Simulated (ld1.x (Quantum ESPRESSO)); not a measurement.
# Before and after: TM potential for neodymium (Nd)

```json
{
 "Element": "Nd",
 "Generator": "ld1.x (Quantum ESPRESSO) 7.5",
 "Type": "norm-conserving Troullier–Martins (Kleinman–Bylander form)",
 "Functional": "PBE",
 "Relativity": "scalar-relativistic",
 "Frozen core": "[Kr] 4d10 4f3",
 "Valence charge": "11",
 "Reference configuration": "5s2 5p6 5d1.5 6s1.5 6p0",
 "Partial waves": "5s (bound): rc 1.40 bohr; 5p (bound): rc 2.70 bohr; 5d (bound): rc 2.60 bohr",
 "Local potential": "all-electron potential smoothed inside 2.10 bohr (lloc = -1)",
 "Core correction": "none"
}
```

Occupied shells without a wave of their own: 6s. They enter only through the test configuration that unscreens the potential.

Change: local potential all-electron potential smoothed inside 1.68 bohr (lloc = -1).

Cutoffs: the cutoffs (Ry, on a coarse ladder) from which the occupation-weighted sum of valence levels, in a spherical-Bessel basis at the reference potential, stays within 10 and 1 mRy of its value at 400 Ry; they do not see the model core or the augmentation charge, which bear on the density cutoff. Errors are all-electron minus pseudo energies relative to the spin-unpolarised reference configuration.

Problem. Predict the effect on cutoff, ghosts and configuration errors.

Solution. The potential gets neither clearly harder nor softer (55 Ry and 100 Ry → 55 Ry and 100 Ry); the miss of the reference levels goes from 0.02 to 0.32 eV; of the 7 tests that both files solve, the error grows in 7 and shrinks in 0 by more than 15 % and 0.3 meV (median size 40.1 → 409.9 meV); the range in which the s phases agree narrows (upper end at the end of the scan → -0.6); neither file shows a bound ghost. That the errors move this way runs against the usual rule that smaller radii transfer better.

```csv
quantity,base,changed
"cutoff, loose",55 Ry,55 Ry
"cutoff, tight",100 Ry,100 Ry
bound ghosts,none,none
"largest miss of a reference level, eV",0.02,0.32
"error for 5s2 5p6 5d1 6s2 6p0, meV [ΔE -0.53 eV]",-10,+187
"error for 5s2 5p6 5d1 6s1 6p0, meV [ΔE 5.74 eV]",+10,-235
"error for 5s2 5p6 5d1 6s0 6p0, meV [ΔE 17.17 eV]",+51,-991
"error for 5s2 5p6 5d0 6s2 6p1, meV [ΔE 1.66 eV]",+40,+413
"error for 5s2 5p6 5d0 6s2 6p0, meV [ΔE 5.82 eV]",-36,+410
"error for 5s1 5p6 5d1 6s2 6p0, meV [ΔE 48.46 eV]",-151,+1024
"error for 5s2 5p6 5d1 6s1 6p1, meV [ΔE 2.06 eV]",+55,-118
s: phases at 2.96 bohr within 0.05 rad from the reference energy up to (Ry; the scan ends near 5),to the end of the scan,-0.6
p: phases at 2.96 bohr within 0.05 rad from the reference energy up to (Ry; the scan ends near 5),0.4,0.2
d: phases at 2.96 bohr within 0.05 rad from the reference energy up to (Ry; the scan ends near 5),2.3,2.2
```

Changed file: The 6s level has no wave, so the channel is fitted at the deeper level alone: the likely source of the large errors.
